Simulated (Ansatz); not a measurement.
H₄InO₃P, SMILES `OP(O)[O][InH2]` from Hartree–Fock to CCSD(T)

```xyz
9

O    -0.364    1.462    1.789
P    -1.113    0.846    0.493
O     0.203    0.907   -0.667
O    -0.971   -0.701    0.658
In    0.370   -1.403   -0.807
H     0.321    0.878    2.141
H     0.156    1.641   -1.287
H    -0.453   -1.803   -2.246
H     1.853   -1.826   -0.075
```

The species carries charge 0 and has multiplicity 1. Correlated methods include outer-core shells of In, which these sets cover unevenly. In takes the def2 core potential. The geometry is a stationary point of PBE0-D4/def2-TZVP. It is one conformer, not always the lowest. Frozen core, restricted reference, Ansatz.

```json
{"basis": "def2-SVP", "HF (Eh)": "-756.64264", "MP2 corr.": "-0.76322", "CCSD corr.": "-0.79602", "(T)": "-0.02077", "CCSD(T) total": "-757.45943"}
{"basis": "def2-TZVPP", "HF (Eh)": "-757.07777", "MP2 corr.": "-1.15751", "CCSD corr.": "-1.17008", "(T)": "-0.04356", "CCSD(T) total": "-758.29141"}
{"basis": "def2-QZVPP", "HF (Eh)": "-757.10124", "MP2 corr.": "-1.41893", "CCSD corr.": "–", "(T)": "–", "CCSD(T) total": "–"}
```
